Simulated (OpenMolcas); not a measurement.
Computed levels of 4d3 in ions with 39 electrons, in cm-1 above 4F 3/2.

| Property | Result |
| --- | --- |
| Program | OpenMolcas |
| Method | MS-CASPT2, IPEA 0.25 Eh, imaginary shift 0.1 Eh |
| Basis | ANO-R2 |
| Scalar Hamiltonian | X2C, finite nucleus |
| Spin-orbit coupling | RASSI with atomic mean-field integrals over the reference wave functions, term energies averaged over their components |

Active space for each ion: 3 electrons in 5 orbitals (4d); closed shells correlated by CASPT2: 4s 4p.

| Level | Tc4+ | Rh6+ | Pd7+ |
| --- | --- | --- | --- |
| 4F 5/2 | 1061 | 1859 | 2460 |
| 4F 7/2 | 2370 | 4050 | 5260 |
| 4F 9/2 | 3830 | 6360 | 8100 |
| 4P 3/2 | 12150 | 14910 | 16180 |
| 4P 1/2 | 12220 | 15190 | 16690 |
| 4P 5/2 | 13900 | 18010 | 20330 |
| 2G 7/2 | 13930 | 17970 | 20060 |
| 2G 9/2 | 14840 | 19170 | 21370 |
| 2P 1/2 | 17360 | 22900 | 25780 |

Problem. Estimate 4F 9/2, 4P 3/2, 4P 1/2 for Ru5+ from its neighbours Tc4+ and Rh6+.

Solution. 4F 9/2 is fine structure, which grows about as the fourth power of a screened charge, so the fourth roots are averaged: ((3830^0.25 + 6360^0.25) / 2)^4 = 4975. The calculation gives 5000, so the estimate is off by -0.5 %.
4P 3/2 is another term, which grows about linearly with the charge: (12150 + 14910) / 2 = 13530. The calculation gives 13370, so the estimate is off by +1.2 %.
4P 1/2 is another term, which grows about linearly with the charge: (12220 + 15190) / 2 = 13705. The calculation gives 13510, so the estimate is off by +1.4 %.

Mixed levels, with the weight of the term that names them: Ru5+ 2G 9/2 (75 %), Rh6+ 2G 9/2 (68 %), Pd7+ 4P 3/2 (72 %), Pd7+ 2G 9/2 (60 %).

Term energies are means over components that CASPT2 splits; among the terms shown or strongly mixed into the levels shown the widest spread is 940 cm-1 (4d3 4F, Rh6+). Only configurations of the active space appear.
